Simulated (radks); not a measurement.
Values are calculated unless marked as measured or tabulated.
Spin polarisation of the 5d7 shell in Ir2+. Start: [Xe] 4f14 5d(up 3.5, down 3.5); electrons of 5d are moved from spin down to spin up, other shells keep equal spins. Code: a radial shooting solver on a logarithmic mesh with Libxc functionals. Model: non-relativistic Kohn-Sham, r2SCAN, spin-polarised, spherical densities, point nucleus; meta-GGA in the generalised Kohn-Sham scheme.

moment (Bohr magnetons)  E - E(0) (eV)  e(5d up) (eV)  e(5d down) (eV)  5p down minus up (eV)
0                                0.000        -25.226          -25.226                  0.000
0.75                            -0.119        -25.533          -24.898                  0.592
1.5                             -0.477        -25.821          -24.547                  1.185
2.25                            -1.075        -26.091          -24.172                  1.780
3                               -1.918        -26.342          -23.768                  2.380

At moment 3 the spin-polarisation energy is -1.918 eV and the 5d exchange splitting 2.574 eV, that is 0.858 eV per Bohr magneton; E = -I m^2/4 would give I = 0.852 eV.
